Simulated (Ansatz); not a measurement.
Basis-set extrapolation for C₂H₉BOSi (`CBO[SiH2]C`) (PBE0-D4/def2-TZVP geometry, frozen core, the Gaussian-basis code of Ansatz). Multiplicity 1, RHF reference.

|  | def2-TZVPP | def2-QZVPP |
| --- | --- | --- |
| HF | -469.654080 | -469.672475 |
| MP2 correlation | -0.814516 | -0.871656 |
| CCSD(T) correlation | -0.901409 | not run |

Energies in hartree. Use E(X) = E(∞) + A·exp(−7.88·√X) for Hartree–Fock and E(X) = E(∞) + B·X^(−2.97) for correlation, with X = 3 and 4, and add CCSD(T) minus MP2 of the smaller set to the MP2 limit.

**Question.** What is the CCSD(T) energy at the basis-set limit?

**Answer.** HF limit: -469.672475 + (-0.018395) × 0.13774 = -469.67501. MP2 limit: -0.871656 + (-0.057140) × 0.74074 = -0.91398. Higher-order term: -0.901409 − (-0.814516) = -0.08689. Total: -470.67588 hartree, 3.28 eV below CCSD(T)/def2-TZVPP.
